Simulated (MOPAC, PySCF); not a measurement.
H₉InSi₃, SMILES `[SiH3][In]([SiH3])[SiH3]`, neutral singlet in the gas phase. 

Cartesian coordinates (Å):
```xyz
13

Si    -0.3528     2.5696     0.0375
In     0.0005    -0.0208     0.0251
Si    -2.0772    -1.6066     0.0328
Si     2.4305    -0.9808    -0.0514
H      0.7073     3.2886    -0.7341
H     -1.6809     2.9744    -0.5170
H     -0.2878     3.0604     1.4512
H     -1.7408    -3.0115     0.4170
H     -2.6682    -1.6430    -1.3430
H     -3.1419    -1.1168     0.9622
H      2.9119    -0.9661    -1.4698
H      2.5142    -2.3911     0.4376
H      3.3852    -0.1562     0.7520
```
Charge 0, multiplicity 1.

All levels are single points at this geometry (B3LYP-D3(BJ)/def2-SVP); Pople sets use spherical d functions. Orbital energies aren't observables, and empty levels follow the basis.

PM6 in MOPAC gives dipole (D) = 0.09.

Q: Estimate the dipole (D) from each of these levels: B3LYP-D3(BJ)/def2-TZVP in PySCF; M06-2X/def2-TZVP in PySCF; PBE-D3(BJ)/def2-TZVP in PySCF; B3LYP/6-31G* (LANL2DZ on In) in PySCF; B3LYP/LANL2DZ in PySCF; BP86/6-31G* (LANL2DZ on In) in PySCF; M06-2X/6-31G* (LANL2DZ on In) in PySCF; PBE/6-31G* (LANL2DZ on In) in PySCF; HF/6-31G* (LANL2DZ on In) in PySCF; AM1 in MOPAC; PM3 in MOPAC; PM7 in MOPAC.

A: 
| level | dipole (D) |
|---|---|
| B3LYP-D3(BJ)/def2-TZVP in PySCF | 0.09 |
| M06-2X/def2-TZVP in PySCF | 0.09 |
| PBE-D3(BJ)/def2-TZVP in PySCF | 0.07 |
| B3LYP/6-31G* (LANL2DZ on In) in PySCF | 0.06 |
| B3LYP/LANL2DZ in PySCF | 0.06 |
| BP86/6-31G* (LANL2DZ on In) in PySCF | 0.05 |
| M06-2X/6-31G* (LANL2DZ on In) in PySCF | 0.07 |
| PBE/6-31G* (LANL2DZ on In) in PySCF | 0.04 |
| HF/6-31G* (LANL2DZ on In) in PySCF | 0.09 |
| AM1 in MOPAC | 0.02 |
| PM3 in MOPAC | 0.13 |
| PM7 in MOPAC | 0.10 |
